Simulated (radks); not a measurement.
Calculated with a radial shooting solver on a logarithmic mesh with Libxc functionals: scalar-relativistic Kohn-Sham, PBE, spin-polarised, spherical densities, finite nucleus; Fermi nuclear charge, rms radius of each element as measured or else 0.836 A^(1/3) + 0.57 fm. Response by self-consistent Sternheimer equations with the Hartree and adiabatic LDA kernel, the relativistic mass of each level held fixed and spin-orbit coupling left out. For heavy and open-shell atoms this level of theory can miss by tens of per cent. Rank Ba8+, Sb3+, I5+, Cs7+, Xe6+, Cd, In+, Te4+, Sn2+ (NIST ground configurations) by static dipole polarisability, largest first.

Answer. Cd 47.44, In+ 23.58, Sn2+ 14.73, Sb3+ 10.21, Te4+ 7.520, I5+ 5.768, Xe6+ 4.555, Cs7+ 3.678, Ba8+ 3.023 bohr^3.
